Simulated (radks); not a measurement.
Values are calculated unless marked as measured or tabulated.
Question: All-electron atom: Co in [Ar] 3d7 4s2. Level of theory: Dirac Kohn-Sham, AM05, spin-unpolarised, spherical densities, finite nucleus; open shells fill j = l - 1/2 first; Fermi nuclear charge, rms radius 3.7875 fm (a radial shooting solver on a logarithmic mesh with Libxc functionals). Some entries of the table are withheld. Estimate them.

orbital,occ.,eigenvalue (eV),<r> (bohr)
1s1/2,2,-7576.088,0.05626
2s1/2,2,-896.8820,0.2557
2p1/2,2,(1),0.2230
2p3/2,4,(2),0.2262
3s1/2,2,-101.8709,(3)
3p1/2,2,(4),0.8103
3p3/2,4,(5),0.8202
3d3/2,4,(6),1.066
3d5/2,3,(7),1.074
4s1/2,2,-5.4249,2.887
4p1/2,0,-1.2463,(8)
4p3/2,0,-1.1977,(9)

Answer: 
(1) 2p1/2 eigenvalue (eV): -778.6576
(2) 2p3/2 eigenvalue (eV): -763.8772
(3) 3s1/2 <r> (bohr): 0.7748
(4) 3p1/2 eigenvalue (eV): -66.6219
(5) 3p3/2 eigenvalue (eV): -64.7653
(6) 3d3/2 eigenvalue (eV): -8.3234
(7) 3d5/2 eigenvalue (eV): -8.1306
(8) 4p1/2 <r> (bohr): 4.392
(9) 4p3/2 <r> (bohr): 4.462
